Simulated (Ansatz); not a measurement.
# Torsion profile

SiHClOF (SMILES O[Si](F)Cl), doublet, at its PBE0-D4/def2-TZVP minimum:

```
5
angstrom
O -0.0035 1.1413 -0.0135
Si 0.0783 -0.4267 0.4257
F 0.9795 -1.2321 -0.6168
Cl -1.8251 -1.1577 0.3532
H 0.8206 1.6016 -0.1898
```

The dihedral angle H5–O1–Si2–F3 (-51.3° at the minimum) is set to the values below, the two halves turning rigidly about the central bond. Each method's energies count from its own value at the PBE0-D4 minimum structure. Ansatz 0.2.0; basis: def2-TZVPP; cores frozen in the correlated methods; orbitals are unrestricted. B3LYP uses VWN-RPA correlation.

```
dihedral angle (°)  CCSD(T) (eV)  PBE-D4 (eV)  r2SCAN-D4 (eV)  PBE0-D4 (eV)  HF (eV)
            -157.8             ?       0.0285          0.0312        0.0310   0.0423
            -117.8        0.0339       0.0286          0.0332        0.0314   0.0411
             -77.8        0.0062       0.0055          0.0073        0.0070   0.0106
             -37.8        0.0044       0.0040          0.0038        0.0029   0.0011
               2.2             ?       0.0349          0.0359        0.0284   0.0167
              42.2        0.0511       0.0632          0.0624        0.0496   0.0214
              82.2        0.0415       0.0537          0.0512        0.0400   0.0137
             122.2             ?       0.0232          0.0216        0.0172   0.0116
             162.2        0.0205       0.0146          0.0135        0.0145   0.0214
```

(1) Fill in the withheld CCSD(T) values. (To be estimated.)

(2) How high is the highest scanned point by CCSD(T), and where? (An estimate is asked for; the value comes from the calculation.)

T1 diagnostic: at most 0.014. ⟨S²⟩ of the unrestricted Hartree–Fock references: 0.75 (a pure state has 0.75).

Results:

(1) Computed: 0.0357 eV at -157.8°; 0.0334 eV at 2.2°; 0.0232 eV at 122.2°. These count from the CCSD(T) energy at the PBE0-D4 minimum.

(2) The calculation gives: 0.0511 eV above the minimum, at 42.2°.

Largest difference from the CCSD(T) curve over the scan: B3LYP-D4 0.0099; wB97M-V 0.0057; MP2 0.0106 eV. Each curve counts from its own value at the minimum.

For scale, one of the runs: CCSD(T)/def2-TZVPP, 160 basis functions (an equivalent command: `ansatz run in.yaml --threads 4`). Time: 110 s of wall clock on 4 CPU threads; the host was shared. Peak host memory: 2.9 GiB.
